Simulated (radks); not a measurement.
Question: These are the eigenvalues of the occupied orbitals of an atom or ion with whole-number occupations (hartree). Method: scalar-relativistic Kohn-Sham, PBE, spin-polarised, spherical densities, point nucleus; computed with a radial shooting solver on a logarithmic mesh with Libxc functionals.

1s up: -2040.808
1s down: -2040.808
2s up: -342.3575
2s down: -342.3560
2p up: -303.4057
2p down: -303.4047
3s up: -77.44810
3s down: -77.38510
3p up: -65.54756
3p down: -65.48470
3d up: -50.45068
3d down: -50.40274
4s up: -16.32952
4s down: -16.19405
4p up: -12.40913
4p down: -12.27561
4d up: -7.11508
4d down: -6.98376
5s up: -2.97315
5s down: -2.90983
5p up: -2.02360
5p down: -1.97776
4f up: -1.34010
4f down: -1.22253

Which element is it, and in what charge state? The configuration may be excited. Open shells, if any, are filled with parallel spins first.

Answer: Z = 67, holmium, charge +3: Ho3+ in [Xe] 4f10. The list shows which subshells hold electrons but not how many an open one holds; the 1s level, -2040.8 hartree, gives Z - s = 63.9 by -(Z - s)^2/2, which with screening and relativity narrows Z to a few neighbours, and the depths of the outer levels then fix element, charge and occupations together.
